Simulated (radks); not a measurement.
Values are calculated unless marked as measured or tabulated.
Coulomb parameter of the 4d shell of the rhodium ion Rh2+ in the model configuration [Kr] 4d5 5p2, as a second difference U = [E(n + 0.5) + E(n - 0.5) - 2 E(n)] / (0.5)^2 with all orbitals relaxed. "Bare": the charge of the atom changes with n. "Screened": the 5p shell takes up the change at fixed total charge, which measures U(4d,4d) + U(5p,5p) - 2 U(4d,5p). Level of theory: Dirac Kohn-Sham, PBE, spin-unpolarised, spherical densities, point nucleus; open shells are shared between the two j in proportion to 2j + 1 (a radial shooting solver on a logarithmic mesh with Libxc functionals).

case              configuration  E - E(n) (eV)
start              [Kr] 4d5 5p2          0.000
bare +0.5        [Kr] 4d5.5 5p2        -16.018
bare -0.5        [Kr] 4d4.5 5p2         19.429
screened +0.5  [Kr] 4d5.5 5p1.5         -8.570
screened -0.5  [Kr] 4d4.5 5p2.5          9.358

U(bare) = 13.642 eV, U(screened by 5p) = 3.154 eV.
